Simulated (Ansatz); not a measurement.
BaCl2, charge +1, doublet, geometry from GFN2-xTB of the parent state (such geometries of metal compounds can be far from the true shape) (a state made from the parent by changing its charge; the spin is typed, not shown lowest) (core potentials on Ba); R2SCAN/def2-SV(P) in Ansatz (a quantum-chemistry and plane-wave program).

Ansatz was given this input:
Ansatz 0.2 input:
```yaml
crystal:
  periodic: [false, false, false]
  atoms:
    - {symbol: Ba, position_ang: [0.44788765, 0.54476620, 0.61738623]}
    - {symbol: Cl, position_ang: [0.18854736, -0.67339810, -1.88635475]}
    - {symbol: Cl, position_ang: [-1.66394199, -1.12112585, -0.14738811]}
basis:
  gaussian:
    orbitals: def2-SV_P_.json
hamiltonian:
  xc: r2scan
total_charge: 1
magnetization: {spin_polarized: true, initial_magnetization: 1}
```
The basis file holds def2-SV(P) in the JSON format of the Basis Set Exchange.

Output, abridged:

```
Functional definition: r2SCAN
653 factors; their error is unknown
mean field evaluation 1: about -25721.2066 eV, gradient 2.7e1 eV
mean field evaluation 2: about -25709.9549 eV, gradient 5.0e1 eV
mean field evaluation 4: about -25725.6239 eV, gradient 2.5e0 eV
mean field evaluation 8: about -25725.6219 eV, gradient 2.2e-2 eV
mean field evaluation 16: about -25723.8755 eV, gradient 3.7e0 eV
mean field -25725.62191401 eV, -945.3991678869 hartree, gradient 1.5e-5 eV, S^2 0.753612; 0 other end points of the search recorded, 0 dependent functions left out
reference -25725.62198851 eV, -945.3991706248 hartree; 22, 21 occupied and 44, 45 virtual orbitals, 653 factors
Total energy: -25725.62198851 eV, -945.3991706248 hartree
```
